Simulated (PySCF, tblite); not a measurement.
Isomers of C4H7Cl2NSi, one GFN2-xTB conformer each. Single-point energies are computed at PBE0/pcSseg-1 (PySCF, gas phase, no added dispersion term), electronic only.

**Question.** Rank them by PBE0/pcSseg-1 energy, lowest first (kJ/mol).
A. `[CH3:1][Si@H:2]([C:3]#[N:4])[CH2:5][CH:6]([Cl:7])[Cl:8]` with C1–Si2–C5–C6 -49°, Si2–C5–C6–Cl7 -55°
B. `[N:1]#[C:2][CH2:3][Si@@H:4]([Cl:5])[CH2:6][CH2:7][Cl:8]` with C2–C3–Si4–Cl5 -174°, C3–Si4–C6–C7 -23°, Si4–C6–C7–Cl8 -56°
C. `[CH2:1]=[CH:2][Si@H:3]([N:4]=[CH2:5])[CH:6]([Cl:7])[Cl:8]` with C1–C2–Si3–N4 -21°, C2–Si3–N4–C5 124°, C2–Si3–C6–Cl7 -58°

**Answer.** B (0.0), A (112.3), C (235.4).

As drawn, the lowest has a C≡N group, which the highest lacks; the highest has a C=N bond and a C=C bond outside aromatic rings, which the lowest lacks. GFN2-xTB itself gives, in the same order: 0.0, 161.3, 190.2. Both levels put the same isomer lowest; measured from each level's own lowest isomer, the values differ by up to 49.0 kJ/mol (C[Si@H](C#N)CC(Cl)Cl: 161.3 against 112.3).

**Question.** Which frontier levels, dipoles and rotational constants go with these structures?

**Answer.** 
```
               SMILES  HOMO (eV, PBE0/pcSseg-1)  LUMO (eV)  dipole (D)       A, B, C (MHz)
  N#CC[Si@@H](Cl)CCCl                     -8.67       0.03        2.05   1222, 1001, 694.2
 C[Si@H](C#N)CC(Cl)Cl                     -8.94      -0.62        2.85  1961, 595.6, 516.8
C=C[Si@H](N=C)C(Cl)Cl                     -7.35      -1.32        3.26  1449, 918.6, 589.2
```

**Question.** What happens when harmonic zero-point energies from GFN2-xTB frequencies are added?

**Answer.** 
```
               SMILES  ZPE (kJ/mol)  electronic (kJ/mol)  with ZPE (kJ/mol)
  N#CC[Si@@H](Cl)CCCl         266.5                  0.0                0.0
 C[Si@H](C#N)CC(Cl)Cl         261.4                112.3              107.1
C=C[Si@H](N=C)C(Cl)Cl         256.6                235.4              225.4
```

The zero-point energies span 9.9 kJ/mol. The order is unchanged.
